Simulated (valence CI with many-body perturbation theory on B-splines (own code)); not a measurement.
## Ne²⁺: fill in the table

Calculated by valence CI with perturbative core correlation (CI+MBPT): six valence electrons over a frozen Dirac-Fock core [He], a basis of 9 s, 9 p, 8 d, 6 f, 3 g, 1 h functions for each j, with the one-electron correlation potential Σ1, the two-electron term Σ2, the three-electron term Σ3, Breit, model QED; selected CI, second order for the rest, scaled by the run's own slope (own B-spline code, finite nucleus).

Against 22 measured levels this calculation errs by 210 cm⁻¹ on average and by 486 at most. These come from a selection out of Moore, Atomic Energy Levels, vol. I, NSRDS-NBS 35 (1971 reprint of NBS Circular 467, 1949), an old analysis. Levels without a partner in it may be off by more. Among the levels kept, up to 2000 cm⁻¹ of a level comes from second order outside the variational space, and about a tenth of that is noise between levels of different J, which matters for small intervals.

| Level | E (cm⁻¹) |
| --- | --- |
| 2s2 2p4 3P_2 | 0 |
| 2s2 2p4 3P_1 | ? |
| 2s2 2p4 3P_0 | 881 |
| 2s2 2p4 1D_2 | 25994 |
| 2s2 2p4 1S_0 | ? |
| 2s 2p5 3P°_2 | 204465 |
| 2s 2p5 3P°_1 | 205015 |
| 2s 2p5 3P°_0 | 205195 |
| 2s 2p5 1P°_1 | ? |
| 2s2 2p3 3s 5S°_2 | 309316 |
| 2s2 2p3 3s 3S°_1 | 318943 |
| 2s2 2p3 3p 5P_1 | ? |
| 2s2 2p3 3p 5P_2 | 347875 |
| 2s2 2p3 3p 5P_3 | 347899 |
| 2s2 2p3 3s 3D°_3 | ? |
| 2s2 2p3 3s 3D°_2 | 352911 |
| 2s2 2p3 3s 3D°_1 | 352932 |
| 2s2 2p3 3p 3P_0 [a] | 356254 |
| 2s2 2p3 3p 3P_1 [a] | 356281 |
| 2s2 2p3 3p 3P_2 [a] | ? |

Letters in brackets count levels of one name in rising energy.

The levels stand in rising order. What does the calculation give for the missing energies?

2s2 2p4 3P_1 634; 2s2 2p4 1S_0 55998; 2s 2p5 1P°_1 289886; 2s2 2p3 3p 5P_1 347844; 2s2 2p3 3s 3D°_3 352863; 2s2 2p3 3p 3P_2 [a] 356292.
